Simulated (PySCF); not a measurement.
Spectrum to structure. The calculation used TDDFT CAM-B3LYP/def2-SVPD, vertical, gas phase, core orbitals frozen in the response in PySCF. Geometries: GFN2-xTB, one conformer each.

| state | ν̃ (cm⁻¹) | f | main configurations (H = HOMO, L = LUMO) |
| --- | --- | --- | --- |
| S1 | 41220 | 0.031 | H-1→L+2 (27%), H-1→L (26%), H→L (21%) |
| S2 | 43540 | 0.0022 | H→L+1 (76%) |
| S3 | 44460 | 0.202 | H→L (64%), H-1→L (13%) |
| S4 | 48600 | 0.0021 | H-2→L (30%), H-3→L (24%), H→L+2 (22%) |
| S5 | 48850 | 0.042 | H→L+2 (45%), H-2→L (16%) |
| S6 | 51790 | 0.072 | H→L+4 (43%), H-3→L+1 (9%), H-3→L (9%) |
| S7 | 52740 | 0.017 | H-2→L (25%), H-4→L+1 (15%), H-3→L (12%) |
| S8 | 54000 | 0.043 | H→L+4 (18%), H→L+2 (14%), H-3→L+1 (12%) |

Problem. Which candidate is it? All have the formula C5H6FNSi.
A. `C#C[Si@](N)(F)C#CC`
B. `C(C1=C(F)C[C@H]1[SiH3])#N`
C. `C[C@H]1[SiH2]C(F)=C1C#N`
D. `C#C[Si@H]1[C@H](F)[C@@H]1N=C`
E. `[H]/N=C/[C@H]1[C@H](F)[Si@H]1C#C`

Solution. E. Its S1 lies at 5.11 eV; the nearest of the others has S1 at 5.73 eV. S1 is HOMO-1→LUMO+2 (27%), HOMO-1→LUMO (26%), HOMO→LUMO (21%). Löwdin shares by element: HOMO carbon 34% or more, silicon 21%, nitrogen 13% (atoms not listed hold the other 32%); LUMO carbon 42% or more, silicon 26% (atoms not listed hold the other 33%). At the same level the other candidates give, for their lowest levels:
- `C[C@H]1[SiH2]C(F)=C1C#N`: 5.74 eV (f 0.234); 5.96 eV (f 0.006); 6.16 eV (f 0.002); 6.59 eV (f 0.004); 6.77 eV (f 0.007); T1 3.52 eV; HOMO -9.21, LUMO -0.63 eV
- `C#C[Si@H]1[C@H](F)[C@@H]1N=C`: 4.27 eV (f 0.044); 5.19 eV (f 0.010); 5.34 eV (f 0.298); 5.54 eV (f 0.004); 5.79 eV (f 0.023); T1 3.47 eV; HOMO -7.75, LUMO -0.16 eV
- `N#CC1=C(F)C[C@H]1[SiH3]`: 5.89 eV (f 0.239); 6.38 eV (f 0.005); 6.64 eV (f 0.003); 6.91 eV (f 0.002); 7.34 eV (f 0.034); T1 3.57 eV; HOMO -8.97, LUMO -0.34 eV
- `C#C[Si@](N)(F)C#CC`: 5.73 eV (f 0.001); 6.01 eV (f 0.001); 6.08 eV (f 0.001); 6.16 eV (f 0.003); 6.39 eV (f 0.005); T1 4.93 eV; HOMO -8.99, LUMO 0.45 eV

Conformer computed: `[H]/[N:8]=[CH:7]/[C@@H:6]1[Si@H:3]([C:2]#[CH:1])[C@H:4]1[F:5]`: C4–C6–C7–N8 158°.
Triplets come from the Tamm–Dancoff approximation.
